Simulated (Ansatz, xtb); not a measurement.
**Ranking isomers of C4H6F2O3**

6 gas-phase structures of C4H6F2O3, from a drawn sample of its isomers (lower ones may exist). Each was relaxed with GFN2-xTB; where two conformers were screened, the lower at r2SCAN-D4/def2-SVP is listed:

A. `C[C@H](F)OC(=O)OCF`, a singlet
B. `O=C(O)CCOC(F)F`, a singlet
C. `C[C@@H]1O[C@@H](F)O[C@@H](F)O1`, a singlet
D. `CO[C@@H]1OCC(F)(F)O1`, a singlet
E. `FC(F)O[C@@H]1COCO1`, a singlet
F. `FC(F)OC1OCCO1`, a singlet

Question: Which do you expect lowest at r2SCAN-D4/def2-SVP, and how would the others follow?

Answer: Calculated order at r2SCAN-D4/def2-SVP: B (0.000), A (0.116), C (0.393), D (0.828), F (0.971), E (1.141) eV.

Energies above the lowest of each column, in eV; the last columns are at B3LYP/def2-SVP geometries and were run for some of them only (a dash: not run or not comparable):

| structure | GFN2-xTB | HF/STO-3G | r2SCAN-D4/def2-SVP | B3LYP/def2-SVP | CCSD(T)/def2-SVP + ΔMP2/def2-TZVPP |
| --- | --- | --- | --- | --- | --- |
| B | 0.671 | 1.507 | 0.000 | 0.000 | 0.000 |
| A | 0.232 | 1.036 | 0.116 | 0.096 | 0.170 |
| C | 0.000 | 0.000 | 0.393 | 0.512 | 0.462 |
| D | 0.487 | 0.101 | 0.828 | 0.899 | – |
| F | 0.627 | 0.304 | 0.971 | – | – |
| E | 0.809 | 0.406 | 1.141 | – | – |

CCSD(T)/def2-SVP + ΔMP2/def2-TZVPP puts B lowest of those it was run on; GFN2-xTB picks C, HF/STO-3G picks C. Some further structures that were screened fall inside this span and aren't listed. Flexible structures stand in one conformer each, not always the lowest. Frequencies (GFN2-xTB) were run for A, B, C alone. ΔMP2 is the change of the MP2 energy from the smaller to the larger basis.

Over these structures GFN2-xTB departs from r2SCAN-D4/def2-SVP by 0.332 eV on average once a common shift is removed. A GFN2-xTB relaxation took about 0.14 s and the r2SCAN-D4/def2-SVP energy about 2.1 s on a shared host (Ansatz 0.2.0, xtb 6.7.1).
